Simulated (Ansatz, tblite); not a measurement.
Forces on the cluster Be₄Se₃⁺ at its B3LYP-D4/def2-SVP geometry. Total charge 1; doublet.

The xTB rows come from tblite. Another isomer (doublet) lies 0.64 eV lower at PBE0-D4/def2-TZVP; other spin states weren't run for this one.

GFN1-xTB (tblite), largest force 0.44 eV/Å:

```xyz
7
positions Å, forces eV/Å
Be    1.592    0.190    0.053    0.415   -0.001   -0.137
Be   -0.761    0.768   -1.290   -0.132   -0.290   -0.153
Be   -0.511   -1.515   -0.518   -0.177    0.112   -0.287
Be   -0.534    0.430    1.451   -0.283    0.078    0.322
Se    1.381    0.811    1.963    0.184    0.107    0.262
Se    0.911   -0.511   -1.812   -0.231    0.023    0.146
Se   -2.078   -0.173    0.153    0.225   -0.029   -0.153
```

GFN2-xTB (tblite), largest force 0.15 eV/Å:

```
Be -0.013 0.007 0.038
Be -0.070 -0.036 -0.101
Be -0.064 -0.057 -0.088
Be 0.042 0.001 0.003
Se -0.031 -0.016 -0.044
Se 0.006 0.057 0.137
Se 0.131 0.043 0.055
```

PBE-D4/def2-TZVP (Ansatz), largest force 0.30 eV/Å:

```
Be -0.251 -0.030 -0.009
Be 0.128 -0.154 0.220
Be 0.080 0.278 0.075
Be 0.085 -0.067 -0.228
Se 0.081 0.047 0.116
Se -0.021 -0.042 -0.114
Se -0.103 -0.033 -0.060
```
